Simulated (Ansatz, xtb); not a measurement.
# Relaxing a trial structure of C2H3Be

The starting geometry of this gas-phase doublet was built from a drawn formula by distance geometry and a force field; its bonds are those of `[Be][CH2][CH]`.

```yaml
atoms:
  - { symbol: C, position_ang: [-0.8156, -0.3157, -0.6590] }
  - { symbol: C, position_ang: [-0.9357, 1.0664, -1.1939] }
  - { symbol: Be, position_ang: [-0.9840, -1.5114, -1.8980] }
  - { symbol: H, position_ang: [-1.5890, -0.5482, 0.0577] }
  - { symbol: H, position_ang: [0.2210, -0.4925, -0.2182] }
  - { symbol: H, position_ang: [-0.8679, 1.7888, -0.4003] }
```

Task: Predict what it relaxes into with r2SCAN-D4/def2-SVP.

Result: It rearranges to `[Be][CH]=C`. Contacts that open: C1–Be3 (1.73 → 2.66 Å). Contacts that close: C2–Be3 (2.67 → 1.69 Å).

The energy falls by 3.12 eV over 31 steps:

```tsv
step	E − E(last) (eV)
1	3.118
4	2.768
8	2.735
11	2.280
14	1.843
18	1.789
21	0.620
24	0.205
28	0.004
31	0.000
```

Final geometry (Å):

```xyz
6

C    -0.6013   -0.3506   -0.1446
C    -0.9583    0.4244   -1.1915
Be   -1.9787   -0.1456   -2.4139
H    -0.9538   -1.3853   -0.0331
H     0.0600    0.0000    0.6610
H    -0.5391    1.4445   -1.1896
```

From the same start GFN2-xTB reaches the same bonding as this run.

No frequencies were run, so the end isn't proven a minimum. Open shells are spin-unrestricted. Run with Ansatz 0.2.0, 3.1 min on 1 thread of Arm Neoverse V2, on a shared host.
